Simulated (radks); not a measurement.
The numbers below are computed, except where a source is named.
Question: The mean radii <r> (bohr) of the occupied orbitals of an atom or ion are listed with their occupations. Level of theory: scalar-relativistic Kohn-Sham, r2SCAN, spin-polarised, spherical densities, finite nucleus; meta-GGA in the generalised Kohn-Sham scheme; Fermi nuclear charge, rms radius of each element as measured or else 0.836 A^(1/3) + 0.57 fm (a radial shooting solver on a logarithmic mesh with Libxc functionals).

orbital  occ.      <r>
1s up       1  0.01804
1s down     1  0.01804
2s up       1  0.07620
2s down     1  0.07620
2p up       3  0.06835
2p down     3  0.06835
3s up       1   0.1972
3s down     1   0.1972
3p up       3   0.1977
3p down     3   0.1977
3d up       5   0.1793
3d down     5   0.1793
4s up       1   0.4406
4s down     1   0.4407
4p up       3   0.4683
4p down     3   0.4682
4d up       5   0.5001
4d down     5   0.4992
5s up       1    1.034
5p up       3    1.191
4f up       7   0.5798
5p down     3    1.182
4f down     7   0.5720
5d up       5    1.646
6p up       1    3.169

Name the element and its charge. Open shells, if any, are filled with parallel spins first.

Answer: Z = 75, rhenium, charge +2: Re2+ in [Kr] 4d10 4f14 5s1 5p6 5d5 6p1. The 1s radius gives Z: for a bare nucleus <r> = (2 gamma + 1)/(2Z) with gamma = sqrt(1 - (Z/c)^2), 0.01783 bohr for Z = 75, and screening makes it slightly larger (0.01804 here). The occupations add up to 73, and the charge is Z minus that.
